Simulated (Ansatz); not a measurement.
A structure relaxed at PBE0-D4/def2-TZVP, charge 0, multiplicity 1:

Cartesian coordinates in Å:
```
C 1.3053 0.7249 0.4727
C -0.1053 0.1386 0.4140
C -0.0574 -1.3520 0.7204
C -0.9967 0.8446 1.4327
N -0.7217 0.3259 -0.9012
In -0.0499 -0.4838 -2.6042
Cl 1.2951 -2.3525 -2.8158
Cl -0.8432 0.3779 -4.6026
H 1.2921 1.7869 0.2142
H 1.7424 0.6223 1.4696
H 1.9636 0.2083 -0.2335
H -1.0619 -1.7791 0.6929
H 0.3686 -1.5287 1.7103
H 0.5658 -1.8875 -0.0024
H -0.6047 0.7163 2.4441
H -2.0101 0.4404 1.3974
H -1.0464 1.9183 1.2280
H -1.0355 1.2790 -1.0366
```

Task: Give its formula and SMILES.

Result: C4H10Cl2InN, `CC(C)(C)[NH][In]([Cl])[Cl]`.

Task: Point group (tolerance 0.08 Å, 0.16 Å for H)?

Result: C1.

Task: Summarise the bond lengths by kind.

Result: 3 × C–C 1.523 to 1.529 Å; 9 × C–H 1.092 to 1.095 Å; 1 × C–N 1.464 Å; 1 × In–N 2.002 Å; 1 × H–N 1.013 Å; 2 × Cl–In 2.312 to 2.316 Å.

Results of the Gaussian-basis code of Ansatz.
